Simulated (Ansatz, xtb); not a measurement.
Species: ZnS (charge 0, singlet). 
Coordinates optimised at B3LYP-D3(BJ)/def2-TZVP (Ansatz, a first-principles code):
SMILES: [S]=[Zn]
```xyz
2

Zn     0.0000     0.0000    -0.7229
S      0.0000     0.0000     1.3554
```
Charge 0, spin multiplicity 1.

Harmonic wavenumbers from GFN2-xTB (xtb, at its own minimum), cm⁻¹: 441.

Q: Give the harmonic wavenumbers at B3LYP-D3(BJ)/def2-TZVP (Ansatz, finite differences of forces, unscaled).

A: 436 cm⁻¹. Zero-point energy 0.6 kcal/mol.

Q: From these and the geometry, give the ideal-gas thermochemistry at 298.15 K and 1 atm (rigid rotor, harmonic oscillator).

A: Point group C∞v, rotational symmetry number 1. Rotational constants 5.44, 5.44 GHz. S(trans) 39.64, S(rot) 15.98, S(vib) 0.84, S(elec, spin only) 0.00, S 56.5 cal/(mol K). H(298) - H(0) 2.25 kcal/mol; G - E(el) -14.0 kcal/mol.
